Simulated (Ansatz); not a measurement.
```yaml
crystal:
  periodic: [false, false, false]
  atoms:
    - {symbol: C, position_ang: [0.462457, 1.292610, 0.509767]}
    - {symbol: O, position_ang: [0.646745, -0.167702, 0.563034]}
    - {symbol: Ge, position_ang: [-0.509410, -0.960813, -0.217557]}
    - {symbol: Br, position_ang: [0.498004, -3.238672, -0.000404]}
    - {symbol: H, position_ang: [0.430275, 1.802379, -0.842835]}
    - {symbol: H, position_ang: [-0.337824, 1.694565, 0.860151]}
    - {symbol: H, position_ang: [1.374386, 1.797508, 0.569997]}
    - {symbol: H, position_ang: [-1.894905, -1.204147, 0.671077]}
    - {symbol: H, position_ang: [-0.820351, -1.261050, -1.533334]}
basis:
  gaussian: {orbitals: def2-SVP}
hamiltonian: {xc: {name: CAM-B3LYP}}
scf: {lower_state_search: full}
relax: {f_tol: 0.001, max_steps: 3}
output: {forces: true}
```

```sh
$ ansatz run in.yaml --threads 4 --pin off --events-out ev --progress --plain --max-ram 10444MiB
```

It prints (some lines left out):

```
Functional definition: CAM-B3LYP
1247 factors; integrals over basis functions are off by at most 3.2e-4 eV
340 factors; integrals over basis functions are off by at most 9.3e-7 eV
mean field evaluation 1: about -129711.3393 eV, gradient 4.3e1 eV
mean field evaluation 2: about -129711.3542 eV, gradient 4.3e1 eV
mean field evaluation 4: about -129714.8692 eV, gradient 6.3e0 eV
mean field evaluation 8: about -129714.9496 eV, gradient 1.0e-1 eV
mean field evaluation 16: about -129714.9496 eV, gradient 4.1e-5 eV
mean field -129714.94959359 eV, -4766.9364736138 hartree, gradient 4.1e-5 eV, S^2 0.000000; 0 other end points of the search recorded, 0 dependent functions left out
reference -129714.94972395 eV, -4766.9364784043 hartree; 43, 43 occupied and 74, 74 virtual orbitals, 1247 factors
relax step   1: F+E_penalty+E_count = -129714.94959359 eV  Δ(F+E_penalty+E_count) = +0.000e0 eV  max|allowed force component| = 8.051e0 eV/Å  Δτ_max = 0.0000 Å  (27 SCF iters, accepted)
1247 factors; integrals over basis functions are off by at most 7.2e-4 eV
340 factors; integrals over basis functions are off by at most 8.3e-7 eV
mean field -129718.11755858 eV, -4767.0528941797 hartree, gradient 5.5e-5 eV, S^2 0.000000; 0 other end points of the search recorded, 0 dependent functions left out
reference -129718.11768642 eV, -4767.0528988779 hartree; 43, 43 occupied and 74, 74 virtual orbitals, 1247 factors
relax step   2: F+E_penalty+E_count = -129718.11755858 eV  Δ(F+E_penalty+E_count) = -3.168e0 eV  max|allowed force component| = 2.443e0 eV/Å  Δτ_max = 0.1995 Å  (31 SCF iters, accepted)
1247 factors; integrals over basis functions are off by at most 8.4e-4 eV
340 factors; integrals over basis functions are off by at most 8.3e-7 eV
mean field -129718.46307895 eV, -4767.0655918192 hartree, gradient 2.7e-5 eV, S^2 0.000000; 0 other end points of the search recorded, 0 dependent functions left out
reference -129718.46320645 eV, -4767.0655965047 hartree; 43, 43 occupied and 74, 74 virtual orbitals, 1247 factors
relax step   3: F+E_penalty+E_count = -129718.46307895 eV  Δ(F+E_penalty+E_count) = -3.455e-1 eV  max|allowed force component| = 2.809e0 eV/Å  Δτ_max = 0.1965 Å  (30 SCF iters, accepted)
Error: geometry relaxation did not converge after 3 steps: max|allowed force component| = 2.81e0 eV/Å (threshold 1.0e-3). Raise `relax.max_steps` over both its present limit and 3, loosen `relax.f_tol`, or start from a geometry closer to equilibrium. Where this run's directory can be resumed (`checkpoint.write`), a resume goes on for up to `relax.max_steps` more
```

(1) What is wrong with this run?

## Answers

(1) The relaxation is allowed too few steps for its threshold. No converged result was reached.
